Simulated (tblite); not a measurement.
A geometry optimisation, step by step.

C2H8BF2N.
Numbering: `[BH3-:1][NH2+:2][CH2:3][CH:4]([F:5])[F:6]` (hydrogens: H7, H8, H9 on B1; H10, H11 on N2; H12, H13 on C3; H14 on C4)

Computed with GFN2-xTB (tblite), gas phase: L-BFGS steps from a force-field or distance-geometry start until the largest atomic force falls under 0.01 eV/Å. 10 of its 105 geometries are shown.

Step 0: E = -597.4084 eV, largest atomic force 2.652 eV/Å
```
atom  x, y, z in Å  |  force x, y, z in eV/Å
B1      1.810   -0.152    0.123    2.430  -0.166   1.049
N2      0.463    0.475   -0.191   -0.819   2.205  -0.605
C3     -0.568   -0.446   -0.547   -1.631  -0.639   0.271
C4     -1.782   -0.012    0.279    1.183   0.318   0.861
F5     -1.379   -0.151    1.616   -1.162   0.211  -1.214
F6     -1.922    1.347    0.067   -0.559  -0.943   0.316
H7      1.734   -1.236    0.605   -0.369  -0.228  -0.211
H8      2.539   -0.121   -0.813   -0.110  -0.189  -0.380
H9      2.297    0.542    0.976    0.140   0.180   0.033
H10     0.175    1.041    0.655    0.473  -0.827  -1.077
H11     0.544    1.154   -0.982    0.237  -0.450   1.009
H12    -0.328   -1.488   -0.271    0.164   0.429  -0.165
H13    -0.899   -0.380   -1.580    0.347  -0.158  -0.345
H14    -2.684   -0.573    0.041   -0.324   0.257   0.459
```

Step 12: E = -597.9413 eV, largest atomic force 0.218 eV/Å
```
atom  x, y, z in Å  |  force x, y, z in eV/Å
B1      1.958   -0.154    0.149    0.022  -0.049  -0.007
N2      0.467    0.506   -0.229    0.201   0.005   0.085
C3     -0.625   -0.415   -0.541    0.128   0.044  -0.007
C4     -1.843   -0.022    0.288   -0.007   0.034   0.048
F5     -1.556   -0.146    1.603   -0.009   0.009   0.082
F6     -2.112    1.297    0.099   -0.052   0.047  -0.060
H7      1.729   -1.232    0.584   -0.017  -0.104   0.035
H8      2.601   -0.181   -0.845   -0.045  -0.023  -0.142
H9      2.421    0.568    0.970    0.032   0.099   0.010
H10     0.261    1.000    0.632   -0.014   0.041   0.003
H11     0.638    1.189   -0.960   -0.092  -0.016   0.052
H12    -0.305   -1.425   -0.270   -0.066  -0.019   0.102
H13    -0.867   -0.408   -1.603   -0.058   0.071  -0.052
H14    -2.768   -0.578    0.100   -0.024  -0.140  -0.148
```

Step 23: E = -597.9891 eV, largest atomic force 0.238 eV/Å
```
atom  x, y, z in Å  |  force x, y, z in eV/Å
B1      1.998   -0.178    0.115   -0.018   0.026  -0.028
N2      0.496    0.529   -0.159    0.203  -0.034   0.120
C3     -0.607   -0.370   -0.481    0.065   0.054   0.009
C4     -1.885   -0.016    0.272   -0.039  -0.041  -0.016
F5     -1.716   -0.102    1.612    0.082   0.011  -0.104
F6     -2.269    1.264    0.033    0.068   0.012  -0.072
H7      1.790   -1.238    0.610   -0.081   0.005   0.069
H8      2.514   -0.280   -0.950   -0.002   0.044  -0.037
H9      2.556    0.573    0.856   -0.015  -0.035  -0.142
H10     0.326    1.011    0.718   -0.060  -0.021   0.049
H11     0.652    1.222   -0.885   -0.057   0.004   0.122
H12    -0.336   -1.393   -0.197    0.076   0.075   0.001
H13    -0.813   -0.341   -1.553   -0.029  -0.074  -0.007
H14    -2.708   -0.682   -0.014   -0.193  -0.025   0.037
```

Step 35: E = -598.0925 eV, largest atomic force 0.147 eV/Å
```
atom  x, y, z in Å  |  force x, y, z in eV/Å
B1      1.971   -0.195    0.020    0.010  -0.060  -0.013
N2      0.510    0.566    0.065   -0.141  -0.035  -0.022
C3     -0.530   -0.350   -0.395   -0.058   0.008   0.023
C4     -1.909   -0.024    0.174    0.013  -0.003  -0.106
F5     -1.865    0.033    1.526    0.004   0.081  -0.036
F6     -2.317    1.201   -0.250    0.009   0.034   0.082
H7      1.834   -1.175    0.686    0.069   0.040   0.049
H8      2.140   -0.448   -1.126    0.058  -0.044  -0.125
H9      2.776    0.560    0.447    0.001   0.114   0.069
H10     0.326    0.869    1.020    0.085  -0.113  -0.002
H11     0.583    1.393   -0.523   -0.063  -0.036   0.063
H12    -0.243   -1.357   -0.069   -0.077   0.096  -0.061
H13    -0.589   -0.323   -1.487    0.046  -0.089   0.081
H14    -2.686   -0.751   -0.110    0.043   0.006  -0.003
```

Step 46: E = -598.1300 eV, largest atomic force 0.132 eV/Å
```
atom  x, y, z in Å  |  force x, y, z in eV/Å
B1      1.985   -0.180   -0.017    0.104   0.023  -0.035
N2      0.502    0.518    0.097   -0.039  -0.018   0.014
C3     -0.536   -0.375   -0.391   -0.101   0.035   0.044
C4     -1.918    0.009    0.137   -0.079  -0.006   0.023
F5     -1.871    0.102    1.490   -0.053   0.011  -0.043
F6     -2.305    1.232   -0.306    0.131   0.011  -0.015
H7      1.924   -1.121    0.716    0.066  -0.008  -0.068
H8      2.139   -0.478   -1.162   -0.025   0.018   0.077
H9      2.752    0.647    0.359    0.025   0.008  -0.011
H10     0.388    0.696    1.091   -0.053  -0.032   0.022
H11     0.494    1.412   -0.386    0.017  -0.017  -0.057
H12    -0.298   -1.381   -0.033   -0.034   0.028  -0.047
H13    -0.543   -0.378   -1.484    0.012  -0.012   0.082
H14    -2.712   -0.703   -0.132    0.029  -0.041   0.014
```

Step 58: E = -598.1517 eV, largest atomic force 0.075 eV/Å
```
atom  x, y, z in Å  |  force x, y, z in eV/Å
B1      2.019   -0.150   -0.052    0.028  -0.012  -0.004
N2      0.493    0.448    0.175    0.030   0.016   0.000
C3     -0.554   -0.419   -0.341    0.057  -0.006   0.007
C4     -1.939    0.039    0.107   -0.008   0.017  -0.022
F5     -1.977    0.188    1.453    0.020  -0.019   0.043
F6     -2.215    1.263   -0.407   -0.006   0.038  -0.020
H7      2.112   -1.084    0.684   -0.037   0.015  -0.042
H8      2.095   -0.456   -1.200   -0.032   0.023  -0.006
H9      2.751    0.741    0.238   -0.019   0.004   0.018
H10     0.398    0.562    1.180    0.003  -0.005   0.043
H11     0.447    1.368   -0.255    0.021  -0.002  -0.025
H12    -0.369   -1.435    0.011   -0.003  -0.019   0.057
H13    -0.515   -0.418   -1.432    0.006  -0.021  -0.017
H14    -2.746   -0.645   -0.183   -0.061  -0.029  -0.033
```

Step 69: E = -598.1603 eV, largest atomic force 0.091 eV/Å
```
atom  x, y, z in Å  |  force x, y, z in eV/Å
B1      2.017   -0.129   -0.080    0.045  -0.006  -0.078
N2      0.492    0.420    0.212    0.006   0.076  -0.028
C3     -0.555   -0.451   -0.296    0.088  -0.017   0.013
C4     -1.944    0.057    0.081    0.042  -0.027  -0.003
F5     -2.028    0.191    1.428   -0.045   0.035   0.007
F6     -2.153    1.293   -0.436   -0.001   0.007   0.015
H7      2.155   -1.096    0.597   -0.014  -0.042  -0.009
H8      2.056   -0.363   -1.249    0.011  -0.010   0.023
H9      2.734    0.766    0.232    0.003  -0.002   0.031
H10     0.417    0.534    1.219   -0.022   0.003   0.018
H11     0.442    1.335   -0.225   -0.042   0.036   0.018
H12    -0.415   -1.448    0.126    0.019  -0.035   0.003
H13    -0.459   -0.511   -1.382   -0.049  -0.022   0.009
H14    -2.760   -0.599   -0.250   -0.041   0.003  -0.018
```

Step 81: E = -598.1676 eV, largest atomic force 0.012 eV/Å
```
atom  x, y, z in Å  |  force x, y, z in eV/Å
B1      2.017   -0.120   -0.104   -0.005  -0.006   0.003
N2      0.493    0.435    0.208    0.002   0.000   0.000
C3     -0.545   -0.469   -0.256   -0.005   0.002   0.001
C4     -1.941    0.055    0.077   -0.001  -0.001   0.000
F5     -2.084    0.176    1.421   -0.001   0.010  -0.007
F6     -2.104    1.304   -0.428    0.001  -0.012  -0.003
H7      2.118   -1.140    0.503    0.002   0.001  -0.001
H8      2.069   -0.276   -1.284    0.000   0.012   0.000
H9      2.746    0.733    0.288   -0.006  -0.006   0.001
H10     0.431    0.570    1.214    0.006  -0.008   0.000
H11     0.409    1.342   -0.243    0.006   0.005  -0.004
H12    -0.403   -1.442    0.218   -0.003   0.001  -0.001
H13    -0.449   -0.591   -1.337   -0.003   0.004   0.004
H14    -2.759   -0.576   -0.299    0.006  -0.003   0.006
```

Step 92: E = -598.1680 eV, largest atomic force 0.022 eV/Å
```
atom  x, y, z in Å  |  force x, y, z in eV/Å
B1      2.016   -0.119   -0.109    0.007  -0.006   0.001
N2      0.495    0.432    0.216    0.002  -0.006   0.005
C3     -0.545   -0.470   -0.249    0.011  -0.004  -0.002
C4     -1.942    0.056    0.074    0.000  -0.004  -0.003
F5     -2.092    0.199    1.414    0.007   0.011   0.005
F6     -2.106    1.296   -0.453   -0.009  -0.004   0.002
H7      2.121   -1.146    0.486    0.004   0.018  -0.012
H8      2.063   -0.260   -1.291    0.005   0.003  -0.001
H9      2.745    0.733    0.289   -0.002  -0.017   0.003
H10     0.443    0.556    1.224   -0.013   0.002   0.010
H11     0.410    1.343   -0.226   -0.009  -0.001  -0.010
H12    -0.405   -1.442    0.227   -0.006  -0.002   0.004
H13    -0.448   -0.595   -1.329    0.010   0.007  -0.003
H14    -2.755   -0.584   -0.296   -0.007   0.003   0.000
```

Step 104: E = -598.1688 eV, largest atomic force 0.008 eV/Å
```
atom  x, y, z in Å  |  force x, y, z in eV/Å
B1      2.015   -0.118   -0.111    0.003   0.005  -0.002
N2      0.494    0.429    0.221    0.002  -0.002   0.001
C3     -0.545   -0.472   -0.246   -0.001   0.001   0.000
C4     -1.941    0.057    0.073   -0.001   0.000   0.003
F5     -2.077    0.241    1.410    0.001   0.001  -0.001
F6     -2.118    1.278   -0.490   -0.002   0.000   0.000
H7      2.112   -1.165    0.447    0.001   0.002   0.002
H8      2.072   -0.216   -1.297   -0.002   0.000   0.000
H9      2.745    0.714    0.323    0.003  -0.004   0.002
H10     0.440    0.552    1.229   -0.001   0.000   0.001
H11     0.407    1.341   -0.221    0.001   0.002   0.000
H12    -0.408   -1.445    0.232   -0.001  -0.003   0.000
H13    -0.442   -0.596   -1.326   -0.005  -0.004  -0.004
H14    -2.757   -0.598   -0.266    0.002   0.001  -0.002
```

Question: Summarise the path.

Answer: The energy falls by 73.36 kJ/mol from step 0 to step 104; nine tenths of that is first reached at step 36. It falls at every step. The largest force goes from 2.652 to 0.008 eV/Å. Among the bonds B1–N2 changes most, from 1.519 to 1.651 Å; the atoms move by 0.578 Å rms after alignment.

Question: Follow the three bonds and two angles with the largest change from start to end.

Answer: 
```json
{"step": "0", "E above end (kJ/mol)": "73.36", "largest force (eV/Å)": "2.652", "B1–N2 (Å)": "1.519", "C4–F5 (Å)": "1.404", "N2–H10 (Å)": "1.058", "N2–B1–H7 (°)": "113.8", "H7–B1–H9 (°)": "105.3"}
{"step": "5", "E above end (kJ/mol)": "27.77", "largest force (eV/Å)": "0.382", "B1–N2 (Å)": "1.680", "C4–F5 (Å)": "1.350", "N2–H10 (Å)": "1.017", "N2–B1–H7 (°)": "104.6", "H7–B1–H9 (°)": "113.9"}
{"step": "9", "E above end (kJ/mol)": "23.53", "largest force (eV/Å)": "0.239", "B1–N2 (Å)": "1.646", "C4–F5 (Å)": "1.353", "N2–H10 (Å)": "1.014", "N2–B1–H7 (°)": "106.1", "H7–B1–H9 (°)": "112.3"}
{"step": "14", "E above end (kJ/mol)": "20.68", "largest force (eV/Å)": "0.286", "B1–N2 (Å)": "1.694", "C4–F5 (Å)": "1.353", "N2–H10 (Å)": "1.017", "N2–B1–H7 (°)": "105.0", "H7–B1–H9 (°)": "112.5"}
{"step": "18", "E above end (kJ/mol)": "19.20", "largest force (eV/Å)": "0.220", "B1–N2 (Å)": "1.670", "C4–F5 (Å)": "1.351", "N2–H10 (Å)": "1.015", "N2–B1–H7 (°)": "105.7", "H7–B1–H9 (°)": "112.9"}
{"step": "23", "E above end (kJ/mol)": "17.33", "largest force (eV/Å)": "0.238", "B1–N2 (Å)": "1.682", "C4–F5 (Å)": "1.353", "N2–H10 (Å)": "1.014", "N2–B1–H7 (°)": "106.6", "H7–B1–H9 (°)": "112.6"}
{"step": "27", "E above end (kJ/mol)": "13.71", "largest force (eV/Å)": "0.280", "B1–N2 (Å)": "1.645", "C4–F5 (Å)": "1.355", "N2–H10 (Å)": "1.019", "N2–B1–H7 (°)": "107.0", "H7–B1–H9 (°)": "110.8"}
{"step": "32", "E above end (kJ/mol)": "9.53", "largest force (eV/Å)": "0.312", "B1–N2 (Å)": "1.675", "C4–F5 (Å)": "1.356", "N2–H10 (Å)": "1.019", "N2–B1–H7 (°)": "104.2", "H7–B1–H9 (°)": "113.1"}
{"step": "36", "E above end (kJ/mol)": "6.96", "largest force (eV/Å)": "0.170", "B1–N2 (Å)": "1.646", "C4–F5 (Å)": "1.355", "N2–H10 (Å)": "1.019", "N2–B1–H7 (°)": "105.2", "H7–B1–H9 (°)": "113.9"}
{"step": "41", "E above end (kJ/mol)": "4.88", "largest force (eV/Å)": "0.144", "B1–N2 (Å)": "1.659", "C4–F5 (Å)": "1.355", "N2–H10 (Å)": "1.017", "N2–B1–H7 (°)": "104.5", "H7–B1–H9 (°)": "113.0"}
{"step": "45", "E above end (kJ/mol)": "3.99", "largest force (eV/Å)": "0.131", "B1–N2 (Å)": "1.645", "C4–F5 (Å)": "1.358", "N2–H10 (Å)": "1.018", "N2–B1–H7 (°)": "104.2", "H7–B1–H9 (°)": "112.7"}
{"step": "50", "E above end (kJ/mol)": "2.55", "largest force (eV/Å)": "0.119", "B1–N2 (Å)": "1.652", "C4–F5 (Å)": "1.355", "N2–H10 (Å)": "1.015", "N2–B1–H7 (°)": "104.0", "H7–B1–H9 (°)": "113.0"}
{"step": "54", "E above end (kJ/mol)": "1.95", "largest force (eV/Å)": "0.090", "B1–N2 (Å)": "1.654", "C4–F5 (Å)": "1.357", "N2–H10 (Å)": "1.018", "N2–B1–H7 (°)": "104.5", "H7–B1–H9 (°)": "113.2"}
{"step": "59", "E above end (kJ/mol)": "1.57", "largest force (eV/Å)": "0.065", "B1–N2 (Å)": "1.655", "C4–F5 (Å)": "1.355", "N2–H10 (Å)": "1.016", "N2–B1–H7 (°)": "105.9", "H7–B1–H9 (°)": "112.9"}
{"step": "63", "E above end (kJ/mol)": "1.33", "largest force (eV/Å)": "0.067", "B1–N2 (Å)": "1.654", "C4–F5 (Å)": "1.358", "N2–H10 (Å)": "1.018", "N2–B1–H7 (°)": "105.9", "H7–B1–H9 (°)": "113.3"}
{"step": "68", "E above end (kJ/mol)": "0.94", "largest force (eV/Å)": "0.097", "B1–N2 (Å)": "1.648", "C4–F5 (Å)": "1.356", "N2–H10 (Å)": "1.017", "N2–B1–H7 (°)": "106.3", "H7–B1–H9 (°)": "113.1"}
{"step": "72", "E above end (kJ/mol)": "0.51", "largest force (eV/Å)": "0.077", "B1–N2 (Å)": "1.648", "C4–F5 (Å)": "1.358", "N2–H10 (Å)": "1.017", "N2–B1–H7 (°)": "105.4", "H7–B1–H9 (°)": "113.3"}
{"step": "77", "E above end (kJ/mol)": "0.15", "largest force (eV/Å)": "0.040", "B1–N2 (Å)": "1.651", "C4–F5 (Å)": "1.356", "N2–H10 (Å)": "1.017", "N2–B1–H7 (°)": "105.9", "H7–B1–H9 (°)": "113.3"}
{"step": "81", "E above end (kJ/mol)": "0.11", "largest force (eV/Å)": "0.012", "B1–N2 (Å)": "1.651", "C4–F5 (Å)": "1.356", "N2–H10 (Å)": "1.017", "N2–B1–H7 (°)": "105.7", "H7–B1–H9 (°)": "113.2"}
{"step": "86", "E above end (kJ/mol)": "0.10", "largest force (eV/Å)": "0.016", "B1–N2 (Å)": "1.651", "C4–F5 (Å)": "1.356", "N2–H10 (Å)": "1.017", "N2–B1–H7 (°)": "105.8", "H7–B1–H9 (°)": "113.1"}
{"step": "90", "E above end (kJ/mol)": "0.08", "largest force (eV/Å)": "0.017", "B1–N2 (Å)": "1.650", "C4–F5 (Å)": "1.356", "N2–H10 (Å)": "1.017", "N2–B1–H7 (°)": "105.7", "H7–B1–H9 (°)": "113.2"}
{"step": "95", "E above end (kJ/mol)": "0.05", "largest force (eV/Å)": "0.018", "B1–N2 (Å)": "1.650", "C4–F5 (Å)": "1.356", "N2–H10 (Å)": "1.017", "N2–B1–H7 (°)": "105.7", "H7–B1–H9 (°)": "113.3"}
{"step": "99", "E above end (kJ/mol)": "0.01", "largest force (eV/Å)": "0.020", "B1–N2 (Å)": "1.650", "C4–F5 (Å)": "1.356", "N2–H10 (Å)": "1.017", "N2–B1–H7 (°)": "105.6", "H7–B1–H9 (°)": "113.2"}
{"step": "104", "E above end (kJ/mol)": "0.00", "largest force (eV/Å)": "0.008", "B1–N2 (Å)": "1.651", "C4–F5 (Å)": "1.357", "N2–H10 (Å)": "1.017", "N2–B1–H7 (°)": "105.8", "H7–B1–H9 (°)": "113.2"}
```

The cost below is that of the whole relaxation. On one thread of an Arm Neoverse N1, shared host with 64 logical CPUs at a one-minute load of 60, this took 0.73 s of wall time.
